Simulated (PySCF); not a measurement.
Input for PySCF: R-MP2/6-31G* on CH4GeO (a complex), monomers drawn apart or pushed together.

```python
from pyscf import gto, scf, dft, mp
from pyscf.data.elements import chemcore

mol = gto.M(
    atom='''
    C     0.24740009   -0.55475324    0.16938191
    O     0.25438942   -0.13741069   -0.87495369
    Ge   -0.07464688    0.07255806    3.39366895
    H     1.12564801    0.80362334    2.77462275
    H    -0.24678767    0.52466217    4.85295756
    H     0.16553213   -1.44240073    3.35104373
    H    -1.34539885    0.41669538    2.60300930
    ''',
    basis='6-31g*',
    cart=True,
    charge=0, spin=0, verbose=3, max_memory=1800)
mf = scf.RHF(mol)
mf.conv_tol = 1e-8
mf.max_cycle = 100
mf.kernel()
if not mf.converged:
    mf = mf.newton().run(mf.mo_coeff, mf.mo_occ)
pt = mp.MP2(mf, frozen=chemcore(mol)).run()
```

Output:

```
converged SCF energy = -2190.11661715148
E(RMP2) = -2190.65837104292  E_corr = -0.54175389144886
E(SCS-RMP2) = -2190.63600780903  E_corr = -0.519390657551805
```

The run converged.

Cost: roughly 0.5 core-seconds.
